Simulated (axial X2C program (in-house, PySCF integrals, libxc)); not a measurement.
# Low determinants of InSe⁻ at the PBE0 level, 2c

Computed with an axial X2C code built on PySCF integrals. Two-component (2c) means X2C with spin–orbit coupling and atomic mean-field two-electron Coulomb and Gaunt terms. Basis: In dyall-acv3z [12s13p10d5f1g], Se dyall-acv3z [9s10p7d5f1g] (cores contracted in-house); Gaussian nuclei, density fitting, unrestricted open shells. Masses: In 114.904 u, Se 79.917 u.

Search at 2.430 Å (vertical energies from the lowest determinant):

| ΔE (eV) | state | electrons beyond evenly filled partner blocks | electrons in ±ω = 1/2, 3/2, 5/2, 7/2 |
| --- | --- | --- | --- |
| 0.00 | Ω = 0 | none | 54 24 6 0 |
| 2.21 | Ω = 2 | ω = 1/2, ω = 3/2 | 53 25 6 0 |
| 2.29 | Ω = 1 | 2 × ω = 1/2 | 54 24 6 0 |
| 2.41 | Ω = 1 | ω = -1/2, ω = 3/2 | 53 25 6 0 |
| 2.49 | Ω = 1 | ω = -1/2, ω = 3/2 | 55 23 6 0 |
| 2.55 | Ω = 2 | ω = 1/2, ω = 3/2 | 55 23 6 0 |
| 2.60 | Ω = 3 | 2 × ω = 3/2 | 54 24 6 0 |

Lowest determinant, Ω = 0 (closed shell): Re = 2.443 Å, ωe = 262.4 cm⁻¹.

The determinant in row 2 of the search, Ω = 2 (⟨Sz⟩ = 0.99, ⟨Lz⟩ = 1.01 at PBE0), was followed along the bond at PBE0; measured from the minimum of the lowest determinant it gives:

Te = 2.193 eV (17689 cm⁻¹), Re = 2.499 Å, ωe = 194.7 cm⁻¹.

Problem. Compare the bond of the determinant in row 2 with that of the lowest one.

Solution. At PBE0 its Re is 0.056 Å longer and its force constant, which goes as ωe², is 0.55 times that of the lowest determinant. T0 ≈ Te + Δωe/2 = 17689 + (-34) = 17655 cm⁻¹.

The search compares states at one distance, so a state with another bond length can lie lower; it is not exhaustive and yields mostly the lowest determinant of each block pattern, so other components and higher states of one pattern are missing. These are energies of single determinants, not of spin-adapted states; PBE0 term energies can be off by some tenths of an eV, and the functional has no current term. Open-shell Ω = 0 determinants with evenly filled partner blocks cannot be reached by this program, so the Ω shown need not be the lowest component. For an anion, determinants above electron detachment are held by the basis set. Row 2 has a positive highest level at its minimum.
